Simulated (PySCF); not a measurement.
Worked example: chemical shift, span and skew from a shielding tensor

B(F)2(iPr) (C3H7BF2), SMILES CC(C)B(F)F. Atoms are numbered in the order given.

```xyz
13

B     -0.8256     0.0585     0.0000
F     -1.5192    -0.0562     1.1212
F     -1.5192    -0.0562    -1.1212
C      0.7121     0.3599     0.0000
C      1.4083    -0.1183    -1.2734
C      1.4083    -0.1183     1.2734
H      0.7402     1.4712     0.0000
H      2.4596     0.2090    -1.2986
H      1.4076    -1.2187    -1.3369
H      0.9133     0.2633    -2.1783
H      0.9133     0.2633     2.1783
H      2.4596     0.2090     1.2986
H      1.4076    -1.2187     1.3369
```
Charge 0, spin multiplicity 1.

Geometry: PBE0-D3(BJ)/def2-SVP. One conformer was computed; it need not be the lowest.

GIAO shieldings from PBE0/pcSseg-1 in PySCF, non-relativistic, no solvent. The symmetric part of the tensor of F2 has the principal values 61.6, 294.9, 380.8 ppm. The same nucleus in CFCl3 has σ = 167.2 ppm at this level (PySCF, at its B3LYP-D3(BJ)/def2-TZVP geometry).

### Question
Work out the isotropic shielding, the ¹⁹F shift against CFCl3, the span and the skew.

### Answer

σ(iso) = (σ11 + σ22 + σ33)/3 = 245.8 ppm. δ = σ(ref) − σ(iso) = 167.2 − (245.8) = -78.6 ppm.
Span Ω = σ33 − σ11 = 319.2 ppm. Skew κ = 3(σ(iso) − σ22)/Ω = -0.46. Tumbling in solution averages the tensor to δ; in a static solid the shielding alone would spread this spin-1/2 line over Ω.
